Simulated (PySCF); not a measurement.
**input.py for GeC⁺**

Input:

```python
from pyscf import gto, scf, cc

mol = gto.M(
    atom='Ge 0 0 0; C 0 0 1.97',
    basis='def2-svpd',
    charge=1,
    spin=3,
    verbose=4,
)
mf = scf.UHF(mol)
mf.kernel()
mycc = cc.CCSD(mf, frozen=10)
mycc.kernel()
e = mycc.eaccsd(nroots=5)[0]
print('roots (eV) =', (e*27.211386).round(3))
mf.dip_moment()
print('orbital energies (hartree):', [e[max(0, n-3):n+3].round(4) for e, n in zip(mf.mo_energy, mol.nelec)])
```

```bash
$ OMP_NUM_THREADS=1 python input.py
```

It prints (some set-up lines and the per-cycle HOMO/LUMO lines with their warnings removed):

```
PySCF version 2.14.0

[INPUT] Symbol           X                Y                Z      unit          X                Y                Z       unit  Magmom
[INPUT]  1 Ge     0.000000000000   0.000000000000   0.000000000000 AA    0.000000000000   0.000000000000   0.000000000000 Bohr   0.0
[INPUT]  2 C      0.000000000000   0.000000000000   1.970000000000 AA    0.000000000000   0.000000000000   3.722760465393 Bohr   0.0

nuclear repulsion = 51.5746317241827
number of shells = 22
number of NR pGTOs = 110
number of NR cGTOs = 58
basis = def2-svpd
ecp = {}

******** <class 'pyscf.scf.uhf.UHF'> ********
method = UHF
initial guess = minao
damping factor = 0
level_shift factor = 0
DIIS = <class 'pyscf.scf.diis.CDIIS'>
SCF conv_tol = 1e-09
SCF max_cycles = 50
number electrons alpha = 20  beta = 17
init E= -2111.76806003539

cycle= 1 E= -2112.37669583359  delta_E= -0.609  |g|=  0.3  |ddm|= 1.19
cycle= 2 E= -2112.46281215592  delta_E= -0.0861  |g|= 0.163  |ddm|= 0.775
cycle= 3 E= -2112.48598455404  delta_E= -0.0232  |g|= 0.056  |ddm|= 0.283
cycle= 4 E= -2112.49568062628  delta_E= -0.0097  |g|= 0.0429  |ddm|= 0.172
cycle= 5 E= -2112.50112974065  delta_E= -0.00545  |g|= 0.0327  |ddm|= 0.109
cycle= 6 E= -2112.50684449984  delta_E= -0.00571  |g|= 0.0206  |ddm|= 0.154
cycle= 7 E= -2112.50936505169  delta_E= -0.00252  |g|= 0.00691  |ddm|= 0.133
cycle= 8 E= -2112.50959044105  delta_E= -0.000225  |g|= 0.00213  |ddm|= 0.0427
cycle= 9 E= -2112.50960016412  delta_E= -9.72e-06  |g|= 0.000684  |ddm|= 0.00695
cycle= 10 E= -2112.50960161549  delta_E= -1.45e-06  |g|= 0.000397  |ddm|= 0.00578
cycle= 11 E= -2112.50960192713  delta_E= -3.12e-07  |g|= 0.000154  |ddm|= 0.00237
cycle= 12 E= -2112.50960200238  delta_E= -7.52e-08  |g|= 4.23e-05  |ddm|= 0.000821
cycle= 13 E= -2112.50960200809  delta_E= -5.71e-09  |g|= 1.98e-05  |ddm|= 0.000246
cycle= 14 E= -2112.50960200946  delta_E= -1.37e-09  |g|= 7.07e-06  |ddm|= 9.73e-05
cycle= 15 E= -2112.50960200962  delta_E= -1.66e-10  |g|= 2e-06  |ddm|= 4.05e-05
Extra cycle  E= -2112.50960200963  delta_E= -1.14e-11  |g|= 1.11e-06  |ddm|= 4.52e-06
converged SCF energy = -2112.50960200963  <S^2> = 3.7540877  2S+1 = 4.0020433

******** <class 'pyscf.cc.uccsd.UCCSD'> ********
CC2 = 0
CCSD nocc = (np.int64(10), np.int64(7)), nmo = (48, 48)
frozen orbitals 10
max_cycle = 50
direct = 0
conv_tol = 1e-07
conv_tol_normt = 1e-06
Init t2, MP2 energy = -0.241938975540095
Init E_corr(UCCSD) = -0.241938975541521
cycle = 1  E_corr(UCCSD) = -0.246446221228406  dE = -0.00450724569  norm(t1,t2) = 0.0912826
cycle = 2  E_corr(UCCSD) = -0.257184188440876  dE = -0.0107379672  norm(t1,t2) = 0.0438461
cycle = 3  E_corr(UCCSD) = -0.260188174059591  dE = -0.00300398562  norm(t1,t2) = 0.0316387
cycle = 4  E_corr(UCCSD) = -0.264234780142731  dE = -0.00404660608  norm(t1,t2) = 0.0180837
cycle = 5  E_corr(UCCSD) = -0.26411213093184  dE = 0.000122649211  norm(t1,t2) = 0.00919257
cycle = 6  E_corr(UCCSD) = -0.264351984038607  dE = -0.000239853107  norm(t1,t2) = 0.00222337
cycle = 7  E_corr(UCCSD) = -0.26438301884343  dE = -3.10348048e-05  norm(t1,t2) = 0.000877496
cycle = 8  E_corr(UCCSD) = -0.264362782042775  dE = 2.02368007e-05  norm(t1,t2) = 0.000400064
cycle = 9  E_corr(UCCSD) = -0.264367951518633  dE = -5.16947586e-06  norm(t1,t2) = 0.000170617
cycle = 10  E_corr(UCCSD) = -0.264368804194511  dE = -8.52675878e-07  norm(t1,t2) = 4.66438e-05
cycle = 11  E_corr(UCCSD) = -0.264369022901163  dE = -2.18706652e-07  norm(t1,t2) = 2.28111e-05
cycle = 12  E_corr(UCCSD) = -0.264368282881379  dE = 7.40019784e-07  norm(t1,t2) = 7.41962e-06
cycle = 13  E_corr(UCCSD) = -0.264368204458007  dE = 7.84233716e-08  norm(t1,t2) = 3.05191e-06
cycle = 14  E_corr(UCCSD) = -0.264368242238964  dE = -3.77809566e-08  norm(t1,t2) = 1.41711e-06
cycle = 15  E_corr(UCCSD) = -0.264368305384471  dE = -6.31455075e-08  norm(t1,t2) = 5.60463e-07
UCCSD converged
E(UCCSD) = -2112.773970315017  E_corr = -0.2643683053844712

******** <class 'pyscf.cc.eom_uccsd.EOMEA'> ********
max_space = 20
max_cycle = 50
conv_tol = 1e-07
partition = None
EOM-CCSD root 0 E = -0.2977302320546698  qpwt = 0.915485  conv = True
EOM-CCSD root 1 E = -0.2977301772411364  qpwt = 0.915484  conv = True
EOM-CCSD root 2 E = -0.2817913485353051  qpwt = 0.860533  conv = True
EOM-CCSD root 3 E = -0.2480813115023615  qpwt = 0.956085  conv = True
EOM-CCSD root 4 E = -0.2480813097817549  qpwt = 0.956085  conv = True
roots (eV) = [-8.102 -8.102 -7.668 -6.751 -6.751]

WARN: System has nonzero charge 1; the dipole moment is origin-dependent.
Location of origin: [0. 0. 0.]

Dipole moment(X, Y, Z, Debye): -0.00000,  0.00000,  0.82556
orbital energies (hartree): [array([-0.6667, -0.6667, -0.6566, -0.2289, -0.2289, -0.0872]), array([-1.9646, -0.9448, -0.6956, -0.2506, -0.2506, -0.1835])]
```

In short: E(SCF) = -2112.509602 Eh, 15 cycles, E(CCSD) − E(SCF) = -0.26437 Eh, ⟨S²⟩ = 3.754, attachment roots -8.102, -8.102, -7.668, -6.751, -6.751 eV.

Hardware: Intel Xeon Platinum 8375C @ 2.90GHz, 1 thread, shared host. Wall time 10 s, peak memory 0.33 GiB.

The bond length is a typed value, not an optimised one. Positive EA roots mean that the added electron is unbound. The dipole of an ion depends on the origin. No search for the lowest solution was made.
